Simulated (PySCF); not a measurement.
# Dipole response of B⁺ (boron, charge +1)

[He] 2s2, closed-shell 1S. Calculation: PySCF 2.14, in aug-cc-pVTZ with one added diffuse shell each of s, p, d, f type (6s5p4d3f, 62 functions); no relativity, point nucleus. Coupled (time-dependent) response in atomic units; α is the mean over directions.

```tsv
method	mean α (bohr³)	C₆ (like pair)	S(−4)
UHF	11.35	31.62	113.6
PBE	10.67	29.01	99.44
PBE0	10.78	29.44	101.8
wB97M-V	10.68	28.29	105.3
M06-2X	10.85	27.94	119.1
```

S(−4) is the Cauchy moment in α(ω) = α(0) + S(−4) ω² + …

α(iu) at wB97M-V:

```tsv
u (hartree)	α(iu) (bohr³)
0	10.68
0.0500	10.42
0.100	9.727
0.200	7.701
0.300	5.764
0.500	3.285
0.750	1.861
1.00	1.196
1.50	0.6211
2.00	0.3834
3.00	0.1908
5.00	0.07837
```

A single London oscillator, α(iu) = α/(1 + u²/ω²), gives C₆ = (3/4) ω α². Matching the computed C₆ needs ω = 4 × 28.29 / (3 × 10.68²) = 0.331 hartree.

For an ion, C₆ is the dispersion term alone; charge-induced terms of lower order in 1/R come first.
